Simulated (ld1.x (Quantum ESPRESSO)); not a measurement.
## PBEsol ultrasoft dataset for germanium, scalar-relativistic all-electron reference.

Ge (Z = 32), ultrasoft, made with ld1.x (Quantum ESPRESSO) 7.5 (PBEsol, scalar-relativistic). Core [Ne] 3s2, reference 3p6 3d10 4s2 4p2. Waves: 4s (bound): rcut 1.95, rcutus 2.05 bohr; 4s channel at 0.2 Ry: rcut 1.95, rcutus 2.05 bohr; 3p (bound): rcut 0.90, rcutus 1.20 bohr; 4p (bound): rcut 0.90, rcutus 1.20 bohr; 3d (bound): rcut 1.25, rcutus 1.45 bohr; 3d channel at -0.4 Ry: rcut 1.25, rcutus 1.45 bohr. Local part: all-electron potential smoothed inside 2.05 bohr (lloc = -1). Core correction: none. Augmentation charge: PSQ, inside the norm-conserving radii.

Problem. Estimate the cutoffs (Ry, on a coarse ladder) from which the occupation-weighted sum of valence levels, in a spherical-Bessel basis at the reference potential, stays within 10 and 1 mRy of its value at 400 Ry.

Solution. 100 Ry and 160 Ry.

Problem. Does the potential have ghost states?

Solution. No extra level below or beside the all-electron valence levels (s, p, d, f tested).

Problem. Is the overlap operator S = 1 + Σ q|β⟩⟨β| positive definite (Bessel basis up to 400 Ry)?

Solution. Yes: its lowest eigenvalue is 0.10 (p channel).

Problem. Which valence shell sets the plane-wave cutoff?

Solution. 4p: its level needs 140 Ry to come within 1 mRy, against 80 Ry for 3p.

Test run stopped at test 1 of 7 (negative rho).
